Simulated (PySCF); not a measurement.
Magnetic susceptibility: (HGaPH)3 ring

Geometry:
```csv
atom,x (Å),y (Å),z (Å)
Ga1,-1.693,0.138,1.223
H2,-3.294,0.025,0.905
P3,-0.840,2.346,0.911
Ga4,0.317,1.579,-1.032
H5,1.407,2.655,-1.596
P6,0.240,-0.393,-2.363
Ga7,0.458,-1.799,-0.455
H8,1.657,-2.893,-0.633
P9,-0.676,-1.980,1.637
H10,0.328,2.052,1.657
H11,1.642,-0.356,-2.494
H12,0.455,-1.375,2.240
```

The calculation used GIAO OPBE/def2-SVP magnetisability, rotational g tensor and spin-rotation constants, non-relativistic, gas phase (PySCF). Geometry: GFN2-xTB.

The calculation is non-relativistic, which matters for the atoms heavier than Zn.

What are the magnetisability and the molar susceptibility?

Isotropic -2137 × 10⁻³⁰ J/T², or -128.7 × 10⁻⁶ cm³/mol; principal values -2351, -2033, -2028 × 10⁻³⁰ J/T², anisotropy 321 × 10⁻³⁰ J/T² (root of half the summed squared differences of the principal values). The susceptibility is in cgs units.

Split it along the inertial axes a, b, c into diamagnetic and paramagnetic parts about the centre of mass, with the quadrupole moment.


```
axis  χ (10⁻⁶ cm³/mol)  diamagnetic (10⁻⁶ cm³/mol)  paramagnetic (10⁻⁶ cm³/mol)  summed x² of all electrons (Å²)  quadrupole Θ (D Å)
   a            -122.1                     -1673.5                       1551.3                            369.9               -7.94
   b            -123.3                     -1796.6                       1673.3                            340.8               +0.67
   c            -140.6                     -3015.1                       2874.5                             53.6               +7.27
```
Anisotropies 2χaa − χbb − χcc = +19.7 and 2χbb − χaa − χcc = +16.1 × 10⁻⁶ cm³/mol. Θ is traceless in Buckingham's convention.

And the rotational g tensor?


```
axis  rotational constant (GHz)        g  nuclear part  electronic part
   a                     0.7010  -0.0141        0.4968          -0.5109
   b                     0.6426  -0.0141        0.4910          -0.5052
   c                     0.3646  -0.0057        0.4866          -0.4923
```
Asymmetric top; isotopes 69Ga, 1H, 31P; no vibrational averaging.
